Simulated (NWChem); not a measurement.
Molecule: C$_{2}$H$_{3}$ClF$_{2}$Si; SMILES F[SiH2]/C=C(/F)Cl

```xyz
9

F     -0.4298     2.9828     0.0000
Si     0.4213     1.6085     0.0000
C     -0.8326     0.2310     0.0000
C     -0.5471    -1.0676     0.0000
F     -1.4606    -2.0355     0.0000
Cl     1.0658    -1.7299     0.0000
H      1.2695     1.5728     1.2166
H      1.2695     1.5728    -1.2166
H     -1.8943     0.4742     0.0000
```
Atoms are numbered in this order, from 1.

Results from NWChem. Structure relaxed at the B3LYP/6-31G* (spherical d) level. Level: PBE0/def2-SVP with SMD (1 M gas to 1 M solution), gas-phase geometry. Reactions with the solvent are ignored.

For solvent 1,4-dioxane:

```yaml
solvation free energy (kcal/mol): -0.3
```

Q: Estimate the same quantities for solvent 1-octanol.

A: 
- solvation free energy (kcal/mol): -1.4
